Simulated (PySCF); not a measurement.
Computed IR spectrum (relative IR intensity) of a molecule C₂H₇ClSi₃. Geometry: PBE0-D3(BJ)/def2-SVP. One conformer was computed; it need not be the lowest. Level of theory: PySCF with PBE0-D3(BJ)/def2-SVP. Frequencies are harmonic and unscaled.

Lines under 2 % of the strongest are left out, and lines within 2 cm⁻¹ are merged.

```json
[
 {"ν (cm⁻¹)": "307", "relative intensity": "3.0"},
 {"ν (cm⁻¹)": "363", "relative intensity": "5.8"},
 {"ν (cm⁻¹)": "459", "relative intensity": "3.4"},
 {"ν (cm⁻¹)": "479", "relative intensity": "4.5"},
 {"ν (cm⁻¹)": "546", "relative intensity": "48"},
 {"ν (cm⁻¹)": "602", "relative intensity": "17"},
 {"ν (cm⁻¹)": "623", "relative intensity": "23"},
 {"ν (cm⁻¹)": "633", "relative intensity": "2.8"},
 {"ν (cm⁻¹)": "648", "relative intensity": "4.5"},
 {"ν (cm⁻¹)": "687", "relative intensity": "10"},
 {"ν (cm⁻¹)": "757", "relative intensity": "21"},
 {"ν (cm⁻¹)": "776", "relative intensity": "45"},
 {"ν (cm⁻¹)": "789", "relative intensity": "61"},
 {"ν (cm⁻¹)": "818", "relative intensity": "100"},
 {"ν (cm⁻¹)": "896", "relative intensity": "36"},
 {"ν (cm⁻¹)": "931", "relative intensity": "52"},
 {"ν (cm⁻¹)": "1127", "relative intensity": "7.4"},
 {"ν (cm⁻¹)": "1307", "relative intensity": "4.0"},
 {"ν (cm⁻¹)": "2216", "relative intensity": "53"},
 {"ν (cm⁻¹)": "2220", "relative intensity": "43"},
 {"ν (cm⁻¹)": "2226", "relative intensity": "39"},
 {"ν (cm⁻¹)": "2234", "relative intensity": "50"},
 {"ν (cm⁻¹)": "2245", "relative intensity": "43"},
 {"ν (cm⁻¹)": "3153", "relative intensity": "3.2"}
]
```

Identify the compound among the candidates.
(A) Cl[Si@@H]1C=C[SiH2][SiH2]1
(B) C#C[Si@H](Cl)[SiH2][SiH3]
(C) ClC=C1[SiH2][SiH2][SiH2]1
(D) Cl[SiH]1[SiH2]C=C[SiH2]1

A, Cl[Si@@H]1C=C[SiH2][SiH2]1
